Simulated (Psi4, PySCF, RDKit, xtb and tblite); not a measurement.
Internal rotation in SMILES CS[SiH2][Si](C)(C)C (C₄H₁₄SSi₂). Scanned: dihedral C1–S2–Si3–Si4; all other coordinates were relaxed at GFN2-xTB. Points at φ and −φ are mirror images.

Atom numbering (GFN2-xTB optimised geometry, Å):
```
21

C      3.9461     0.5223    -0.0081
S      2.2702     1.0726    -0.4372
Si     1.1194    -0.5509     0.3988
Si    -1.1209    -0.1091    -0.0199
C     -2.1463    -1.5627     0.6708
C     -1.6792     1.5027     0.8406
C     -1.4542     0.0486    -1.8945
H      4.1476    -0.4328    -0.4835
H      4.0349     0.4347     1.0704
H      4.6328     1.2757    -0.3790
H      1.7044    -1.7537    -0.2097
H      1.5547    -0.6128     1.8009
H     -3.2085    -1.4121     0.5040
H     -1.8727    -2.5016     0.1991
H     -1.9982    -1.6798     1.7401
H     -2.7189     1.7351     0.6257
H     -1.5762     1.4318     1.9199
H     -1.0781     2.3444     0.5089
H     -2.4929     0.2929    -2.1011
H     -0.8386     0.8308    -2.3294
H     -1.2253    -0.8762    -2.4167
```

- RKS-B3LYP/LANL2DZ = restricted B3LYP/LANL2DZ, with its core potentials past Ne // GFN2-xTB (PySCF)
- UFF // GFN2-xTB (RDKit)
- GFN2-xTB (xtb and tblite)
- RHF/LANL2DZ = restricted Hartree-Fock/LANL2DZ, with its core potentials past Ne // GFN2-xTB (PySCF)
- RKS-B3LYP/6-311+G** = restricted B3LYP/6-311+G**, spherical d, density fitting // GFN2-xTB in PySCF
- PBE-D3(BJ)/def2-SVP // GFN2-xTB (Psi4)

Energies in kJ/mol, each method relative to its own lowest point.

```
φ / °  RKS-B3LYP/LANL2DZ   UFF  GFN2-xTB  RHF/LANL2DZ  RKS-B3LYP/6-311+G**  PBE-D3(BJ)/def2-SVP
-----  -----------------  ----  --------  -----------  -------------------  -------------------
-160                 0.6   1.9       1.2          0.8                  1.2                  1.3
-140                 2.1   6.0       3.9          2.7                  4.2                  4.5
-120                 3.1   8.0       5.7          4.3                  6.2                  6.3
-100                 2.2   5.5       4.8          4.3                  5.0                  4.0
-80                  1.4   3.3       2.6          5.0                  2.9                  0.8
-60                  3.0   3.9       1.8          7.4                  4.2                  1.0
-40                  4.5   7.6       3.2          9.2                  6.8                  3.1
-20                  7.0  15.2       6.4         11.8                 11.0                  7.2
0                    8.6  19.6       8.2         13.6                 13.4                  9.8
20                   7.0  15.2       6.4         11.8                 11.0                  7.2
40                   4.5   7.6       3.2          9.2                  6.8                  3.1
60                   3.0   3.9       1.8          7.4                  4.2                  1.0
80                   1.4   3.3       2.6          5.0                  2.9                  0.8
100                  2.2   5.5       4.8          4.3                  5.0                  4.0
120                  3.1   8.0       5.7          4.3                  6.2                  6.3
140                  2.1   6.0       3.9          2.7                  4.2                  4.5
160                  0.6   1.9       1.2          0.8                  1.2                  1.3
180                  0.0   0.0       0.0          0.0                  0.0                  0.0
```

Root-mean-square difference from the PBE-D3(BJ)/def2-SVP profile, itself a level with limits, after the best constant shift (kJ/mol): RKS-B3LYP/LANL2DZ 1.6, UFF 2.7, GFN2-xTB 0.9, RHF/LANL2DZ 3.2, RKS-B3LYP/6-311+G** 1.7.
